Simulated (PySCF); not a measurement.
All numbers come from UB3LYP/[Co def2-SVP, I def2-SVP with ECP28], scalar-relativistic core potentials, density fitting, no spin–orbit coupling, PySCF.

```xyz
3
charge 0 multiplicity 4, angstrom
Co    0.0000    0.0000    0.0000
I     2.4431    0.0000    0.0000
I    -2.4431    0.0000    0.0000
```

CoI₂ (quartet), along the line from Co1 (at 0) through I2 (at 2.443 Å). Core electrons replaced by a potential are absent, the electrostatic potential uses the reduced nuclear charge, and values within about 0.7 Å of such atoms have no physical meaning.

Task: Tabulate the fields along this line at -0.86, -0.61, -0.37, -0.12, 0.24, 0.49, 0.73, 0.98, 1.22, 1.47, 1.71, 3.30, 3.54, 3.79 Å.

Result: 
```
distance (Å)  electron density (e/Å³)  spin density (e/Å³)  electron localisation function  electrostatic potential (V)
       -0.86                    0.811            -0.000863                           0.212                         18.2
       -0.61                     3.85               0.0158                            0.69                         43.9
       -0.37                     23.3                0.194                           0.856                          178
       -0.12                      328                0.562                           0.805                         1520
        0.24                     41.6                0.471                            0.37                          454
        0.49                     9.89               0.0574                           0.846                         81.7
        0.73                     1.63              0.00443                           0.421                         26.8
        0.98                    0.543             -0.00311                           0.184                         13.7
        1.22                    0.548               -0.005                           0.557                         12.4
        1.47                    0.824             -0.00705                           0.487                         21.8
        1.71                     1.92             -0.00539                           0.224                         51.7
        3.30                     1.09             -0.00426                           0.337                         31.6
        3.54                    0.486             -0.00378                           0.698                         12.8
        3.79                    0.215             -0.00224                           0.769                         5.33
```

On a grid of 0.12 Å the density has a local minimum along the bond near 1.10 Å from Co, at 0.50 e/Å³, where the ELF is 0.34.

Other spin states or occupations of the open shell can lie lower. No spin–orbit coupling is included, which matters more the heavier the element.
